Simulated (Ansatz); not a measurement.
One change: `[SeH]C1C[SiH2]1` becomes `OC1C[SiH2]1`.

Ansatz, PBE0-D4/def2-TZVP geometries, multiplicity 1. Each molecule was computed in one conformer, which needn't be the lowest.

Scalar relativity is left out up to krypton.

```
                                      property  `[SeH]C1C[SiH2]1`
             HOMO energy (PBE/def2-TZVPP) / eV              -5.21
         HOMO energy (ωB97M-V/def2-TZVPP) / eV              -8.44
            LUMO energy (PBE0/def2-TZVPP) / eV              -0.34
size of the dipole moment (PBE/def2-TZVPP) / D               1.31
             LUMO energy (PBE/def2-TZVPP) / eV              -1.19
         LUMO energy (ωB97M-V/def2-TZVPP) / eV               1.40
```

Question: What does the change do to each property? (An estimate is asked.)

Answer: Computed: 
| property | `OC1C[SiH2]1` | shift |
| --- | --- | --- |
| HOMO energy (PBE/def2-TZVPP) / eV | -5.66 | -0.45 |
| HOMO energy (ωB97M-V/def2-TZVPP) / eV | -9.01 | -0.57 |
| LUMO energy (PBE0/def2-TZVPP) / eV | 0.19 | 0.53 |
| size of the dipole moment (PBE/def2-TZVPP) / D | 1.51 | 0.20 |
| LUMO energy (PBE/def2-TZVPP) / eV | -0.63 | 0.56 |
| LUMO energy (ωB97M-V/def2-TZVPP) / eV | 1.84 | 0.44 |

With PBE0 the HOMO falls by 0.53 eV and the LUMO rises by 0.53 eV, so the gap widens by about 1.06 eV. PBE moves the HOMO by -0.45 eV and ωB97M-V by -0.57 eV. Dipoles are sizes alone; their direction can turn.

Spin–orbit coupling is left out; it splits and shifts lone-pair levels of the heavy atoms by tenths of an eV.
